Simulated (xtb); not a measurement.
AsF$_{2}$, doublet, from a rough starting geometry; xtb with GFN2-xTB.

xtb was given this input:
```
$ xtb mol.xyz --gfn 2 --uhf 1 --opt vtight --json

# file mol.xyz
3

F     -1.26386978    -0.44180786     0.05196024
As    -0.01024617     0.78869352    -0.01735687
F      1.30781146    -0.29258381     0.01855138
```

What the program printed (banner, timings and long lists left out):

```
   ID    Z sym.   atoms
    1    9 F      1, 3
    2   33 As     2

           -------------------------------------------------
          |                Calculation Setup                |
           -------------------------------------------------

           -------------------------------------------------
          |                 G F N 2 - x T B                 |
           -------------------------------------------------

          ...................................................
          :                      SETUP                      :
          :.................................................:
          :  # basis functions                  18          :
          :  # atomic orbitals                  17          :
          :  # shells                            7          :
          :  # electrons                        19          :
          :  max. iterations                   250          :
          :  Hamiltonian                  GFN2-xTB          :
          :  restarted?                      false          :
          :  GBSA solvation                  false          :
          :  PC potential                    false          :
          :  electronic temp.          300.0000000     K    :
          :  accuracy                    1.0000000          :
          :  -> integral cutoff          0.2500000E+02      :
          :  -> integral neglect         0.1000000E-07      :
          :  -> SCF convergence          0.1000000E-05 Eh   :
          :  -> wf. convergence          0.1000000E-03 e    :
          :  Broyden damping             0.4000000          :
          :  net charge                          0          :
          :  unpaired electrons                  1          :
          ...................................................

 iter      E             dE          RMSdq      gap      omega  full diag
   1    -11.8452912 -0.118453E+02  0.880E+00    3.76       0.0  T
   2    -11.8548426 -0.955144E-02  0.464E+00    3.92       1.0  T
   3    -11.8564391 -0.159651E-02  0.118E+00    4.09       1.0  T
   4    -11.8567520 -0.312858E-03  0.721E-01    4.10       1.0  T
   5    -11.8565085  0.243487E-03  0.436E-01    4.13       1.0  T
   6    -11.8567637 -0.255255E-03  0.133E-01    4.10       1.0  T
   7    -11.8567751 -0.113332E-04  0.526E-02    4.11       1.1  T
   8    -11.8567790 -0.398220E-05  0.278E-03    4.10      20.8  T
   9    -11.8567790 -0.276118E-08  0.162E-03    4.10      35.6  T
  10    -11.8567791 -0.323302E-08  0.824E-04    4.10      70.1  T
  11    -11.8567791 -0.863412E-09  0.885E-05    4.10     652.0  T

   *** convergence criteria satisfied after 11 iterations ***

         :::::::::::::::::::::::::::::::::::::::::::::::::::::
         ::                     SUMMARY                     ::
         :::::::::::::::::::::::::::::::::::::::::::::::::::::
         :: total energy             -11.850928358401 Eh    ::
         :: gradient norm              0.023126760941 Eh/a0 ::
         :: HOMO-LUMO gap              4.103516561991 eV    ::
         ::.................................................::
         :: SCC energy               -11.856779046063 Eh    ::
         :: -> isotropic ES            0.030793950206 Eh    ::
         :: -> anisotropic ES         -0.000360645941 Eh    ::
         :: -> anisotropic XC         -0.003591212062 Eh    ::
         :: -> dispersion             -0.000937290489 Eh    ::
         :: repulsion energy           0.005850687662 Eh    ::
         :: add. restraining           0.000000000000 Eh    ::
         :: total charge               0.000000000000 e     ::
         :::::::::::::::::::::::::::::::::::::::::::::::::::::

      -----------------------------------------------------------
     |                   =====================                   |
     |                        A N C O P T                        |
     |                   =====================                   |
     |               Approximate Normal Coordinate               |
     |                Rational Function Optimizer                |
      -----------------------------------------------------------
      -----------------------------------------------------------
     |                   =====================                   |
     |                        A N C O P T                        |
     |                   =====================                   |
     |               Approximate Normal Coordinate               |
     |                Rational Function Optimizer                |
      -----------------------------------------------------------

          ...................................................
          :                      SETUP                      :
          :.................................................:
          :   optimization level         verytight          :
          :   max. optcycles                   200          :
          :   ANC micro-cycles                  20          :
          :   degrees of freedom                 3          :
          :.................................................:
          :   RF solver                   davidson          :
          :   write xtbopt.log                true          :
          :   linear?                        false          :
          :   energy convergence         0.1000000E-06 Eh   :
          :   grad. convergence          0.2000000E-03 Eh/α :
          :   maxmium RF displ.          1.0000000          :
          :   Hlow (freq-cutoff)         0.1000000E-01      :
          :   Hmax (freq-cutoff)         5.0000000          :
          :   S6 in model hess.         20.0000000          :
          ...................................................

generating ANC from exact Hessian ...
Using Lindh-Hessian (1995)
 Shifting diagonal of input Hessian by    0.0000000000000000
 Lowest  eigenvalues of input Hessian
    0.000000    0.000000    0.000000    0.000000    0.000000    0.000000
[...]
 * total energy  :   -11.8509284 Eh     change       -0.1212896E-10 Eh
 * total energy  :   -11.8515715 Eh     change       -0.6431685E-03 Eh
 * total energy  :   -11.8518036 Eh     change       -0.2320662E-03 Eh
 * total energy  :   -11.8518602 Eh     change       -0.5661860E-04 Eh
 * total energy  :   -11.8518895 Eh     change       -0.2925115E-04 Eh
 * total energy  :   -11.8518907 Eh     change       -0.1238057E-05 Eh
 * total energy  :   -11.8518911 Eh     change       -0.4377825E-06 Eh
 * total energy  :   -11.8518912 Eh     change       -0.4246442E-07 Eh
   *** GEOMETRY OPTIMIZATION CONVERGED AFTER 8 ITERATIONS ***
[...]
          :  # electrons                        19          :
          :  max. iterations                   250          :
          :  Hamiltonian                  GFN2-xTB          :
          :  restarted?                      false          :
          :  GBSA solvation                  false          :
          :  PC potential                    false          :
          :  electronic temp.          300.0000000     K    :
          :  accuracy                    1.0000000          :
          :  -> integral cutoff          0.2500000E+02      :
          :  -> integral neglect         0.1000000E-07      :
          :  -> SCF convergence          0.1000000E-05 Eh   :
          :  -> wf. convergence          0.1000000E-03 e    :
          :  Broyden damping             0.4000000          :
          :  net charge                          0          :
          :  unpaired electrons                  1          :
          ...................................................

 iter      E             dE          RMSdq      gap      omega  full diag
   1    -11.8564968 -0.118565E+02  0.808E-06    3.77       0.0  T
   2    -11.8564968  0.532907E-14  0.355E-06    3.77   16278.7  T
   3    -11.8564968  0.195399E-13  0.184E-06    3.77   31323.9  T

   *** convergence criteria satisfied after 3 iterations ***

         :::::::::::::::::::::::::::::::::::::::::::::::::::::
         ::                     SUMMARY                     ::
         :::::::::::::::::::::::::::::::::::::::::::::::::::::
         :: total energy             -11.851891181102 Eh    ::
         :: gradient norm              0.000015783520 Eh/a0 ::
         :: HOMO-LUMO gap              3.774552479286 eV    ::
         ::.................................................::
         :: SCC energy               -11.856496746079 Eh    ::
         :: -> isotropic ES            0.031534727445 Eh    ::
         :: -> anisotropic ES         -0.000219287527 Eh    ::
         :: -> anisotropic XC         -0.003174961156 Eh    ::
         :: -> dispersion             -0.000938885897 Eh    ::
         :: repulsion energy           0.004605564978 Eh    ::
         :: add. restraining           0.000000000000 Eh    ::
         :: total charge               0.000000000000 e     ::
         :::::::::::::::::::::::::::::::::::::::::::::::::::::

           -------------------------------------------------
          |                Property Printout                |
           -------------------------------------------------

    * Orbital Energies and Occupations

         #    Occupation            Energy/Eh            Energy/eV
      -------------------------------------------------------------
         1        2.0000           -0.8244125             -22.4334
         2        2.0000           -0.8220678             -22.3696
         3        2.0000           -0.6453876             -17.5619
         4        2.0000           -0.5511404             -14.9973
         5        2.0000           -0.5406221             -14.7111
         6        2.0000           -0.5372290             -14.6187
         7        2.0000           -0.5183298             -14.1045
         8        2.0000           -0.5113871             -13.9156
         9        2.0000           -0.5065128             -13.7829
        10        1.0000           -0.3759552             -10.2303 (HOMO)
        11                         -0.2372429              -6.4557 (LUMO)
        12                         -0.1700391              -4.6270
        13                          0.0240477               0.6544
        14                          0.0258228               0.7027
        15                          0.0835687               2.2740
        16                          0.2449288               6.6649
        17                          0.5983980              16.2832
      -------------------------------------------------------------
                  HL-Gap            0.1387123 Eh            3.7746 eV
             Fermi-level           -0.3739165 Eh          -10.1748 eV

     #   Z          covCN         q      C6AA      α(0)
     1   9 F        0.738    -0.212    11.361     3.981
     2  33 As       1.475     0.423   225.952    28.342
     3   9 F        0.738    -0.212    11.361     3.981

 Mol. C6AA /au·bohr⁶  :        455.408797
 Mol. C8AA /au·bohr⁸  :      24861.328003
 Mol. α(0) /au        :         36.303220

Wiberg/Mayer (AO) data.
largest (>0.10) Wiberg bond orders for each atom

 ---------------------------------------------------------------------------
     #   Z sym  total        # sym  WBO       # sym  WBO       # sym  WBO
 ---------------------------------------------------------------------------
     1   9 F    1.282 --     2 As   1.231
     2  33 As   2.461 --     1 F    1.231     3 F    1.231
     3   9 F    1.282 --     2 As   1.231
 ---------------------------------------------------------------------------

Topologies differ in total number of bonds
Writing topology from bond orders to xtbtopo.mol

molecular dipole:
                 x           y           z       tot (Debye)
 q only:       -0.050       0.968      -0.044
   full:       -0.042       0.805      -0.036       2.052
molecular quadrupole (traceless):
                xx          xy          yy          xz          yz          zz
 q only:       -2.813      -0.214       2.006       0.045      -0.001       0.807
  q+dip:       -3.094      -0.190       1.154       0.059       0.081       1.939
   full:       -2.679      -0.145       0.696       0.053       0.103       1.983

optimized geometry written to: xtbopt.xyz

           -------------------------------------------------
          | TOTAL ENERGY              -11.851891181102 Eh   |
          | GRADIENT NORM               0.000015783520 Eh/α |
          | HOMO-LUMO GAP               3.774552479286 eV   |
           -------------------------------------------------

normal termination of xtb
```
